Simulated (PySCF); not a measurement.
PySCF input (BP86/def2-SVP):

```python
from pyscf import gto, dft

mol = gto.M(
    atom='''
    C    -1.89250856   -0.24898190    0.15829436
    C    -0.77498054   -1.02860056    0.19296365
    C     0.59694303   -0.69797606    0.05745118
    C     1.07104325    0.59258622   -0.15204584
    N     1.47413724    1.67735991   -0.32843774
    H    -1.83610857    0.82274702    0.00639728
    H    -2.87552666   -0.68570982    0.28302589
    H    -0.94699913   -2.09498305    0.35168856
    H     1.33669064   -1.48573980    0.11797233
    ''',
    basis='def2-svp',
    charge=-1,
    spin=0,
    verbose=4,
)

mf = dft.RKS(mol, xc='bp86')
mf.grids.level = 3
mf.conv_tol = 1e-9
mf.max_cycle = 100
mf.max_memory = 1500
mf.kernel()
if not mf.converged:
    mf = mf.newton()
    mf.kernel(mf.make_rdm1())
mf.dip_moment()
```

Output:

```
PySCF version 2.14.0

[INPUT] verbose = 4
[INPUT] num. atoms = 9
[INPUT] num. electrons = 36
[INPUT] charge = -1
[INPUT] spin (= nelec alpha-beta = 2S) = 0
[INPUT] symmetry False subgroup None
[INPUT] Mole.unit = angstrom
[INPUT] Symbol           X                Y                Z      unit          X                Y                Z       unit  Magmom
[INPUT]  1 C     -1.892508560000  -0.248981900000   0.158294360000 AA   -3.576322866795  -0.470507600974   0.299132987463 Bohr   0.0
[INPUT]  2 C     -0.774980540000  -1.028600560000   0.192963650000 AA   -1.464500972468  -1.943773349974   0.364648450496 Bohr   0.0
[INPUT]  3 C      0.596943030000  -0.697976060000   0.057451180000 AA    1.128058838668  -1.318983594903   0.108566995733 Bohr   0.0
[INPUT]  4 C      1.071043250000   0.592586220000  -0.152045840000 AA    2.023978410064   1.119825660991  -0.287324995979 Bohr   0.0
[INPUT]  5 N      1.474137240000   1.677359910000  -0.328437740000 AA    2.785715653622   3.169750842225  -0.620657377571 Bohr   0.0
[INPUT]  6 H     -1.836108570000   0.822747020000   0.006397280000 AA   -3.469742332267   1.554766537602   0.012089107142 Bohr   0.0
[INPUT]  7 H     -2.875526660000  -0.685709820000   0.283025890000 AA   -5.433957851285  -1.295803760725   0.534841418261 Bohr   0.0
[INPUT]  8 H     -0.946999130000  -2.094983050000   0.351688560000 AA   -1.789568995901  -3.958944200106   0.664595059543 Bohr   0.0
[INPUT]  9 H      1.336690640000  -1.485739800000   0.117972330000 AA    2.525979222870  -2.807641314366   0.222935393977 Bohr   0.0

nuclear repulsion = 133.42315105132
number of shells = 42
number of NR pGTOs = 148
number of NR cGTOs = 90
basis = def2-svp
ecp = {}

******** <class 'pyscf.dft.rks.RKS'> ********
method = RKS
initial guess = minao
damping factor = 0
level_shift factor = 0
DIIS = <class 'pyscf.scf.diis.CDIIS'>
diis_start_cycle = 1
diis_space = 8
diis_damp = 0
SCF conv_tol = 1e-09
SCF conv_tol_grad = None
SCF max_cycles = 100
direct_scf = True
direct_scf_tol = 1e-13
XC library pyscf.dft.libxc version 7.1.2
    S. Lehtola, C. Steigemann, M. J. T. Oliveira, and M. A. L. Marques,  SoftwareX 7, 1–5 (2018)
XC functionals = bp86
    A. D. Becke,  Phys. Rev. A 38, 3098 (1988)
    J. P. Perdew,  Phys. Rev. B 33, 8822 (1986)
    J. P. Perdew,  Phys. Rev. B 34, 7406–7406 (1986)
radial grids:
    Treutler-Ahlrichs [JCP 102, 346 (1995); DOI:10.1063/1.469408] (M4) radial grids

becke partition: Becke, JCP 88, 2547 (1988); DOI:10.1063/1.454033
pruning grids: <function nwchem_prune>
grids dens level: 3
symmetrized grids: False
atomic radii adjust function: <function treutler_atomic_radii_adjust>
small_rho_cutoff = 0
Set gradient conv threshold to 3.16228e-05
Initial guess from minao.
tot grids = 109608
init E= -209.73910498501
  HOMO = -0.234031913920055  LUMO = -0.0937219436482781  gap/eV = 3.81803
cycle= 1 E= -209.285208959368  delta_E= 0.454  |g|= 0.631  |ddm|= 3.56
  HOMO = 0.153857010355572  LUMO = 0.240198245580139  gap/eV = 2.34946
cycle= 2 E= -209.131531981467  delta_E= 0.154  |g|= 1.02  |ddm|= 2.01
  HOMO = 0.0752748840859638  LUMO = 0.201015233518062  gap/eV = 3.42157
cycle= 3 E= -209.363494602189  delta_E= -0.232  |g|= 0.397  |ddm|= 1.24
  HOMO = 0.0563061307291921  LUMO = 0.185705456920145  gap/eV = 3.52114
cycle= 4 E= -209.401730310641  delta_E= -0.0382  |g|= 0.0484  |ddm|= 0.356
  HOMO = 0.056222692372522  LUMO = 0.185988580660411  gap/eV = 3.53111
cycle= 5 E= -209.402042982623  delta_E= -0.000313  |g|= 0.0303  |ddm|= 0.0948
  HOMO = 0.0563071926183474  LUMO = 0.185124889240974  gap/eV = 3.50531
cycle= 6 E= -209.402314206202  delta_E= -0.000271  |g|= 0.0117  |ddm|= 0.0591
  HOMO = 0.0562166885501201  LUMO = 0.185373141889984  gap/eV = 3.51453
cycle= 7 E= -209.402354839614  delta_E= -4.06e-05  |g|= 0.00408  |ddm|= 0.0182
  HOMO = 0.0561929373015375  LUMO = 0.18540166763824  gap/eV = 3.51595
cycle= 8 E= -209.402359470938  delta_E= -4.63e-06  |g|= 0.000824  |ddm|= 0.00603
  HOMO = 0.0561918448076839  LUMO = 0.185355726392107  gap/eV = 3.51473
cycle= 9 E= -209.402359680671  delta_E= -2.1e-07  |g|= 0.000286  |ddm|= 0.00125
  HOMO = 0.0561759592691313  LUMO = 0.185355276395945  gap/eV = 3.51515
cycle= 10 E= -209.402359702329  delta_E= -2.17e-08  |g|= 4.87e-05  |ddm|= 0.000319
  HOMO = 0.0561701692166516  LUMO = 0.185348071048561  gap/eV = 3.51511
cycle= 11 E= -209.402359703075  delta_E= -7.47e-10  |g|= 2.39e-05  |ddm|= 0.000123
  HOMO = 0.0561755666874464  LUMO = 0.185353766402079  gap/eV = 3.51512
Extra cycle  E= -209.402359702675  delta_E= 4e-10  |g|= 4.31e-05  |ddm|= 8.82e-05
converged SCF energy = -209.402359702675

WARN: System has nonzero charge -1; the dipole moment is origin-dependent.
Location of origin: [0. 0. 0.]

Dipole moment(X, Y, Z, Debye): -0.86739, -2.55998,  0.41079
```

The dipole moment of an ion depends on the origin.

The geometry given is a B3LYP-D3(BJ)/def2-TZVP minimum.
